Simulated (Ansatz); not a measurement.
Stepwise reaction of `[SH][GaH][SH]` with hydrogen fluoride, as a gas-phase model of exchange steps in deposition or etching. ΔE in kJ/mol; ΔG adds harmonic PBE0-D4 terms to CCSD(T)/CBS, at 1 bar.

Computed with Ansatz on PBE0-D4/def2-TZVP structures; ΔE is electronic, products minus reactants. CCSD(T)/CBS is the MP2 limit (def2-TZVPP, def2-QZVPP) plus CCSD(T) − MP2 in def2-TZVPP, frozen cores. This one scheme is used for every species. Functionals use def2-TZVPP. B3LYP here is the variant with VWN-RPA as its local correlation; programs differ in this. For Ga outer-core shells are correlated without core-valence functions, which leaves a few kJ/mol of doubt a bond. Scalar relativity is left out up to krypton. Each species was taken in one conformer, which may not be the lowest.

```tsv
step	reaction	PBE-D4	B3LYP-D4	ωB97M-V	CCSD(T)/CBS	ΔG(400 K)
2	`[F][GaH][SH]` + H–F → `[F][GaH][F]` + H₂S	11.5	4.1	4.1	11.9	3.9
```

Q: Give the row of step 1, `[SH][GaH][SH]` + H–F → `[F][GaH][SH]` + H₂S. (Best estimate.)

A: The calculation gave: 
```csv
step,reaction,PBE-D4,B3LYP-D4,ωB97M-V,CCSD(T)/CBS,ΔG(400 K)
1,`[SH][GaH][SH]` + H–F → `[F][GaH][SH]` + H₂S,5.1,-1.7,-2.1,8.2,-4.3
```

Q: By hand: ΔE of the 2 steps together at CCSD(T)/CBS.

A: (8.2) + (11.9) = 20.1 kJ/mol, or 10.1 kJ/mol a step.

In ΔE the steps differ by no more than 3.7 kJ/mol. All are uphill at CCSD(T)/CBS. ΔG lies between -4.3 and 3.9 kJ/mol a step. PBE-D4 differs from CCSD(T)/CBS by -3.1 to -0.4 kJ/mol a step. Isolated molecules leave out the surface, adducts and barriers. Largest T1 diagnostic: 0.015.
